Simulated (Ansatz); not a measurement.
Method: Ansatz (an electronic-structure program) with frozen-core CCSD(T)/cc-pVTZ // B3LYP-D3(BJ)/def2-TZVP. The geometry is that of the parent before the electron was removed.

Ansatz 0.2 input:
```yaml
crystal:
  periodic: [false, false, false]
  atoms:
    - { symbol: N, position_ang: [0.654815, 0.00911, 0.230465] }
    - { symbol: C, position_ang: [-0.625698, -0.010402, -0.216379] }
    - { symbol: O, position_ang: [-1.566824, -0.457678, 0.397351] }
    - { symbol: H, position_ang: [0.867326, -0.371023, 1.138667] }
    - { symbol: H, position_ang: [1.396105, 0.395184, -0.32666] }
    - { symbol: H, position_ang: [-0.725724, 0.434808, -1.223443] }
basis:
  gaussian: { orbitals: cc-pVTZ }
correlation:
  method: ccsd_t
total_charge: 1
magnetization:
  spin_polarized: true
  initial_magnetization: 1
```

Output:

```
Functional definition: HF
771 factors; integrals over basis functions are off by at most 8.8e-4 eV
mean field evaluation 1: about -4584.0375 eV, gradient 3.4e1 eV
mean field evaluation 2: about -4584.0402 eV, gradient 3.4e1 eV
mean field evaluation 4: about -4589.4974 eV, gradient 5.0e0 eV
mean field evaluation 8: about -4590.0237 eV, gradient 3.6e-1 eV
mean field evaluation 16: about -4587.7380 eV, gradient 2.2e1 eV
mean field evaluation 32: about -4589.4014 eV, gradient 4.0e0 eV
mean field evaluation 64: about -4583.8631 eV, gradient 1.4e1 eV
mean field evaluation 96: about -4578.7321 eV, gradient 6.0e0 eV
mean field evaluation 128: about -4584.0103 eV, gradient 9.7e0 eV
mean field -4590.02812749 eV, -168.6804224525 hartree, gradient 8.4e-6 eV, S^2 0.763742; 4 other end points of the search recorded, 0 dependent functions left out
determinant -4590.02812749 eV, -168.6804224525 hartree, with singles and doubles -4605.42415944 eV, -169.2462161907 hartree
determinant -4589.67910532 eV, -168.6675961243 hartree, with singles and doubles -4605.04413907 eV, -169.2322506999 hartree
determinant -4590.02812749 eV, -168.6804224525 hartree, with singles and doubles -4605.32877602 eV, -169.2427109149 hartree
determinant -4589.67910532 eV, -168.6675961243 hartree, with singles and doubles -4604.96447164 eV, -169.2293229757 hartree
3 core orbitals not correlated
reference -4590.02812749 eV, -168.6804224525 hartree; 9, 8 occupied and 120, 121 virtual orbitals, 771 factors
second order -14.57049374 eV of doubles, -0.00000000 eV of singles
cycle   1  -15.30064888 eV  change   -3.5e-7 eV  update   2.2e-6
perturbative correction -0.61966912 eV, -0.0227724200 hartree
Total energy: -4605.94844549 eV, -169.2654833478 hartree
```

Cost: roughly 100 core-seconds.
